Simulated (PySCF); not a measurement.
CH5ClFNSi, SMILES N[Si@@H](Cl)CF.

Geometry optimised at PBE-D3(BJ)/def2-SVP. The structure was generated by enumeration; whether it is a known compound was not checked. One conformer was computed; it need not be the lowest.

Method: PySCF with PBE-D3(BJ)/def2-SVP.

Frequencies are harmonic and unscaled.

```
mode  ν (cm⁻¹)  IR (km/mol)    moving atoms (share of kinetic energy)
----  --------  -----------  ----------------------------------------
1           83          3.8             F 35 %, H 25 %, C 19 %, N 9 %
2          121          6.3  F 28 %, Cl 23 %, Si 19 %, N 14 %, H 10 %
3          189          7.4           H 45 %, N 21 %, C 13 %, Cl 11 %
4          220          6.3   H 44 %, F 16 %, N 13 %, Si 13 %, Cl 8 %
5          264          9.5  H 31 %, Si 20 %, Cl 15 %, F 14 %, N 14 %
6          325         17.4    H 43 %, F 22 %, Cl 14 %, C 9 %, Si 8 %
7          400        149.3                            H 66 %, N 29 %
8          515        123.2                  Si 50 %, Cl 33 %, H 11 %
9          618         31.5                                    H 87 %
10         675          6.8                   C 50 %, H 22 %, Si 21 %
11         787        102.6                            H 88 %, Si 9 %
12         802         11.8                    H 64 %, C 20 %, N 12 %
13         868         35.3                   H 53 %, N 29 %, Si 16 %
14         898        162.2                   H 44 %, Si 32 %, N 20 %
15        1048         77.1                     C 50 %, F 40 %, H 9 %
16        1194          2.2                                    H 91 %
17        1262          2.5                            H 74 %, C 25 %
18        1398          3.8                                    H 93 %
19        1492         43.5                            H 89 %, N 11 %
20        2210         97.9                                    H 97 %
21        2941         17.3                                    H 95 %
22        2999         16.7                            H 90 %, C 10 %
23        3494         32.6                                    H 96 %
24        3591         33.7                             H 91 %, N 9 %
```
